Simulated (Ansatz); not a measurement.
Ansatz (a quantum-chemistry and plane-wave program) input (SVWN5/def2-TZVPD):

Ansatz 0.2 input:
```yaml
crystal:
  periodic: [false, false, false]
  atoms:
    - {symbol: Si, position_ang: [-0.69082782, -0.11451456, -0.45443293]}
    - {symbol: C, position_ang: [-1.80530143, 1.24301763, -1.15400959]}
    - {symbol: C, position_ang: [-1.48827505, -0.78190031, 1.11460318]}
    - {symbol: O, position_ang: [0.78764269, 0.47672861, -0.22627137]}
    - {symbol: Si, position_ang: [2.23393095, -0.24333365, 0.52343930]}
    - {symbol: H, position_ang: [-0.71676257, -1.22971618, -1.45670279]}
    - {symbol: H, position_ang: [-2.81104769, 0.86616892, -1.36463790]}
    - {symbol: H, position_ang: [-1.38921278, 1.64079461, -2.08293483]}
    - {symbol: H, position_ang: [-1.89274845, 2.07166504, -0.44588589]}
    - {symbol: H, position_ang: [-0.84192377, -1.54312903, 1.55490420]}
    - {symbol: H, position_ang: [-1.61199535, 0.01317520, 1.85491851]}
    - {symbol: H, position_ang: [-2.46934111, -1.22167740, 0.90906746]}
    - {symbol: H, position_ang: [1.93365336, -1.72687376, 0.15870115]}
    - {symbol: H, position_ang: [1.65625165, -0.44106499, 1.95309008]}
basis:
  gaussian:
    orbitals: def2-TZVPD
hamiltonian:
  xc: {name: SVWN5}
total_charge: -1
output: {forces: true}
```

Output:

```
Functional definition: SVWN5
integrals: 0.27 GiB planned
1541 factors; their error is unknown
0.20 GiB of the device are held for the grids
1.66 GiB of device memory are held for the factors and their scratch space
mean field: 1.65 GiB planned
mean field evaluation 1: about -19915.9352 eV, gradient 7.8e1 eV
mean field evaluation 2: about -19891.1317 eV, gradient 1.3e2 eV
mean field evaluation 4: about -19929.1506 eV, gradient 1.2e1 eV
mean field evaluation 8: about -19929.4648 eV, gradient 1.9e-1 eV
mean field evaluation 16: about -19929.4306 eV, gradient 4.0e-3 eV
mean field -19929.43060483 eV, -732.3930660742 hartree, gradient 2.0e-5 eV, S^2 0.000000; 0 other end points of the search recorded, 0 dependent functions left out
the calculation of the forces begins
reference -19929.43066686 eV, -732.3930683536 hartree; 29, 29 occupied and 252, 252 virtual orbitals, 1541 factors
Total energy: -19929.43066686 eV, -732.3930683536 hartree
Atom 0 at    -0.690828    -0.114515    -0.454433 Å, force    -0.280282     0.213003     0.324499 eV/Å
Atom 1 at    -1.805301     1.243018    -1.154010 Å, force     0.326893    -0.382722     0.210130 eV/Å
Atom 2 at    -1.488275    -0.781900     1.114603 Å, force     0.171083     0.245958    -0.475986 eV/Å
Atom 3 at     0.787643     0.476729    -0.226271 Å, force     0.205260    -0.033164     0.084824 eV/Å
Atom 4 at     2.233931    -0.243334     0.523439 Å, force    -0.216806     0.231661    -0.216889 eV/Å
Atom 5 at    -0.716763    -1.229716    -1.456703 Å, force     0.030259    -0.179287    -0.151645 eV/Å
Atom 6 at    -2.811048     0.866169    -1.364638 Å, force    -0.251371    -0.140596    -0.041289 eV/Å
Atom 7 at    -1.389213     1.640795    -2.082935 Å, force     0.144362     0.088895    -0.255315 eV/Å
Atom 8 at    -1.892748     2.071665    -0.445886 Å, force    -0.003100     0.215686     0.221412 eV/Å
Atom 9 at    -0.841924    -1.543129     1.554904 Å, force     0.269930    -0.244795     0.117633 eV/Å
Atom 10 at    -1.611995     0.013175     1.854919 Å, force    -0.016064     0.252675     0.195473 eV/Å
Atom 11 at    -2.469341    -1.221677     0.909067 Å, force    -0.249452    -0.112686    -0.093464 eV/Å
Atom 12 at     1.933653    -1.726874     0.158701 Å, force    -0.058437    -0.109919    -0.016133 eV/Å
Atom 13 at     1.656252    -0.441065     1.953090 Å, force    -0.072275    -0.044708     0.096750 eV/Å
Dipole moment:    -1.636614     0.214008    -0.277399 e Å
```

It need not be the lowest isomer of its formula. Whether it binds its extra electron was not tested at this geometry.
